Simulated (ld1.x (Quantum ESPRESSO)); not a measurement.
# What one change does to a pseudopotential (Si (Z = 14), TM)

silicon (Si), norm-conserving Troullier–Martins (Kleinman–Bylander form), made with ld1.x (Quantum ESPRESSO) 7.5 (PW91, scalar-relativistic). Core [Ne], reference 3s2 3p2. Waves: 3s (bound): rc 1.40 bohr; 3p (bound): rc 1.85 bohr. Local part: all-electron potential smoothed inside 1.25 bohr (lloc = -1). Core correction: none.

All-electron outer shells of the reference configuration (PW91, scalar-relativistic, ld1.x):

```csv
shell,level (eV),outermost node (bohr),outermost maximum (bohr)
2s,-139.56,0.15,0.45
2p,-95.72,–,0.39
3s,-10.86,0.72,1.77
3p,-4.12,0.72,2.14
```

Change: local potential all-electron potential smoothed inside 1.30 bohr (lloc = -1).

Cutoffs: the cutoffs (Ry, on a coarse ladder) from which the occupation-weighted sum of valence levels, in a spherical-Bessel basis at the reference potential, stays within 10 and 1 mRy of its value at 400 Ry; they do not see the model core or the augmentation charge, which bear on the density cutoff. Errors are all-electron minus pseudo energies relative to the spin-unpolarised reference configuration.

Question: What does the change do?

Answer: The potential gets harder (18 Ry and 70 Ry → 30 Ry and 70 Ry); of the 7 tests that both files solve, the error grows in 0 and shrinks in 5 by more than 15 % and 0.3 meV (median size 14.6 → 11.8 meV); neither file shows a bound ghost. That the errors move this way runs against the usual rule that smaller radii transfer better.

```tsv
quantity	base	changed
cutoff, loose	18 Ry	30 Ry
cutoff, tight	70 Ry	70 Ry
bound ghosts	none	none
error for 3s2 3p1, meV [ΔE 7.78 eV]	+14	+5.9
error for 3s2 3p0, meV [ΔE 23.84 eV]	+149	+49
error for 3s1 3p0, meV [ΔE 57.88 eV]	+620	+180
error for 3s0 3p4, meV [ΔE 13.80 eV]	+25	+25
error for 3s2 3p1.5, meV [ΔE 2.94 eV]	+2.2	+1.0
error for 3s1 3p3, meV [ΔE 6.82 eV]	+6.3	+5.9
error for 3s1 3p2, meV [ΔE 15.22 eV]	+15	+12
s: phases at 2.00 bohr within 0.05 rad from the reference energy up to (Ry; the scan ends near 5)	-0.0	0.6
p: phases at 2.00 bohr within 0.05 rad from the reference energy up to (Ry; the scan ends near 5)	2.9	3.1
```
